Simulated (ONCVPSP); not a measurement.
**titanium: excitation energies, all-electron against ONCV**

```json
{"Element": "titanium (Ti)", "Generator": "ONCVPSP 4.0.1", "Type": "optimised norm-conserving Vanderbilt (ONCV)", "Functional": "PBE", "Relativity": "scalar-relativistic", "Frozen core": "[Ne]", "Valence charge": "12", "Reference configuration": "3s2 3p6 3d2 (charge +2)", "Partial waves": "3s: rc 1.76 bohr, ncon 5, nbas 9, qcut 8 1/bohr, 1 projector; 3p: rc 1.38 bohr, ncon 4, nbas 8, qcut 7.1 1/bohr, 2 projectors, debl 2.9 Ha; 3d: rc 2.82 bohr, ncon 5, nbas 10, qcut 5.4 1/bohr, 1 projector", "Local potential": "polynomial inside 0.94 bohr (lpopt 5, dvloc0 -1 Ha)", "Core correction": "polynomial model core, fcfact 0.45"}
```

Energies are relative to the spin-unpolarised reference configuration 3s2 3p6 3d2; without spin polarisation the order of configurations can differ from experiment.

```csv
valence configuration,charge,ΔE all-electron (eV),error AE − PS (meV)
3s2 3p6 3d2 4s2,0,-20.919,+683
3s2 3p6 3d2 4s1,+1,-13.572,+487
3s2 3p6 3d2.5 4s1.5,0,-20.566,+438
```

**Question.** What are ΔE and the potential's error for 3s2 3p6 3d1?

**Answer.** ΔE = 26.948 eV all-electron; the error (AE − PS) is +528 meV.
